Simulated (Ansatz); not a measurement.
Ansatz (a quantum-chemistry and plane-wave program) input:
A basis named .json is the Basis Set Exchange file of that set.

Ansatz 0.2 input:
```yaml
crystal:
  periodic: [false, false, false]
  atoms:
    - {symbol: Tl, position_ang: [-0.00000000, -0.00000000, -1.24610888]}
    - {symbol: I, position_ang: [0.00000000, 0.00000000, 1.90443055]}
basis:
  gaussian:
    orbitals: def2-QZVPP.json
hamiltonian:
  xc: pbe
total_charge: -1
magnetization: {spin_polarized: true, initial_magnetization: 1}
correlation: {method: rpa, electrons: outside_noble_gas}
```

Predict the final energy.

-468.62828 Eh (RPA@PBE/def2-QZVPP). The basis has 164 functions.
